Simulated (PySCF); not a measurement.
**A thermochemical cycle for CsLi**

CCSD(T) in PySCF with def2-SVP on every atom (core potentials on Cs), for the lowest determinant that a PBE0 search found; no spin–orbit coupling. CsLi, a singlet (closed shell), has De = 0.59 eV to neutral atoms, and CsLi⁺, a doublet (σ ↑), has De = 0.35 eV to Cs⁺ + Li.

At the same level the Cs atom ionises at 3.78 eV.

What is the adiabatic ionisation energy of the molecule, and does ionisation strengthen or weaken the bond?

IE = IE(Cs) + De(neutral) − De(ion) = 3.78 + 0.59 − 0.35 = 4.02 eV. De changes by -0.24 eV, so ionisation weakens the bond.

Correlated steps freeze no core orbitals. Weak bonds: CsLi⁺. Basis-set superposition, not corrected here, can be much of De in a small basis, most of all at correlated wavefunction levels. Spin–orbit coupling is left out. For an ion De counts to the pair picked by the measured ionisation energies or electron affinities, which need not be the lowest pair at this level. Where the molecule has an RHF reference, its open-shell atoms are computed with UHF. States were picked by a PBE0 search and need not be the measured ground states.
